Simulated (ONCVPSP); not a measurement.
## Building the ONCV potential for potassium (PBEsol, scalar-relativistic).

```json
{
 "Element": "potassium (K)",
 "Generator": "ONCVPSP 4.0.1",
 "Type": "optimised norm-conserving Vanderbilt (ONCV)",
 "Functional": "PBEsol",
 "Relativity": "scalar-relativistic",
 "Frozen core": "[Ar]",
 "Valence charge": "1",
 "Reference configuration": "4s0.5 (charge +0.5)",
 "Partial waves": "4s: rc 4.00 bohr, ncon 3, nbas 6, qcut 1.5 1/bohr, 1 projector; p scattering state at 0.02 Ha: rc 3.85 bohr, ncon 3, nbas 7, qcut 2.3 1/bohr, 3 projectors, debl 3.1 Ha; d scattering state at 0.44 Ha: rc 3.25 bohr, ncon 4, nbas 8, qcut 2.4 1/bohr, 2 projectors, debl 3.5 Ha",
 "Local potential": "polynomial inside 3.20 bohr (lpopt 3, dvloc0 2 Ha)",
 "Core correction": "Teter function, fcfact 2.5, rcfact 1.7"
}
```

In the p channel the program set the typed energies aside and used 0.050, 3.150, 6.250 Ha. In the d channel the program set the typed energies aside and used -0.055, 3.445 Ha.

All-electron outer shells of the reference configuration (PBEsol, scalar-relativistic, ld1.x):

```tsv
shell	level (eV)	outermost node (bohr)	outermost maximum (bohr)
4s	-4.20	1.58	3.88
```

Calculated quality:

```json
{
 "Cutoffs needed": "1.0 Ha and 4.5 Ha (the cutoffs (Ha) at which the residual kinetic energy of the hardest occupied pseudo-wave falls to 1 and 0.1 mHa per electron) The cutoffs count occupied waves only; projector 3 of the p channel, the hardest unoccupied one, needs 42 Ha at the loose tolerance.",
 "Ghost test": "no bound ghost flagged; GHOST(+) flagged for p at 90.8 eV, p at 154.4 eV",
 "Largest excitation error": "-55 meV (all-electron minus pseudo) for 4s0 4p1, out of 4 test configurations",
 "rms error of d²Exc/dni dnj": "19.51 mHa without and 4.78 mHa with the model core"
}
```

Generation and tests took about 6.3 s on one core of a shared server CPU.
